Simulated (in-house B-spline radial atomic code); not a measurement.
## Au III (Au2+): [Xe] 4f14 5d9

Computed with a radial B-spline atomic code at the basis-set limit: Dirac-Kohn-Sham wB97X, spherical fractional occupations, Fermi nucleus of rms radius 5.4371 fm.

Screening seen three ways: the hydrogenic charge with the same mean radius, Z_r = [3n² - l(l+1)]/(2<r>), the one with the same energy, Z_e = n√(-2ε), and Slater's rules. Values are occupation-weighted means over j. An effective charge above Z reflects the relativistic contraction of the inner shells.

```
shell  electrons   ε (eV)  <r> (bohr)    Z_r    Z_e  Slater
   1s          2   -80740     0.01687  88.92  77.03   78.70
   2s          2   -14281     0.07046  85.16  64.80   74.85
   2p          6   -12470     0.06369  78.50  60.55   74.85
   3s          2  -3400.8      0.1833  73.67  47.43   67.75
   3p          6  -2865.8       0.184  67.93  43.54   67.75
   3d         10  -2239.3      0.1677  62.61  38.49   57.85
   4s          2   -763.8      0.4069  58.98  29.97   51.25
   4p          6  -585.72      0.4319  53.25  26.24   51.25
   4d         10  -357.14      0.4584  45.81  20.49   39.85
   5s          2  -136.62      0.9306  40.30  15.84   21.35
   4f         14  -109.89      0.4984  36.11  11.37   28.45
   5p          6  -88.461       1.069  34.15  12.75   21.35
   5d          9  -30.722       1.492  23.12   7.51    8.20
```

The least bound orbital is 5d5/2 at -30.03 eV, and it is also the most diffuse (<r> = 1.514 bohr).

Spin-orbit splittings of the orbital energies (j = l + 1/2 above j = l - 1/2 when positive): 2p 1836 eV, 3p 406 eV, 3d 87.15 eV, 4p 97.6 eV, 4d 18.23 eV, 4f 3.849 eV, 5p 16.67 eV, 5d 1.719 eV.

For the 1s electron the small component carries 9 % of the norm, the zero-frequency Breit interaction raises the level by 302.9 eV, self-energy by 193.9 eV, and vacuum polarisation lowers it by 39.53 eV.

Caution: exact exchange at fractional occupations of open shells leaves self-interaction of up to several eV.
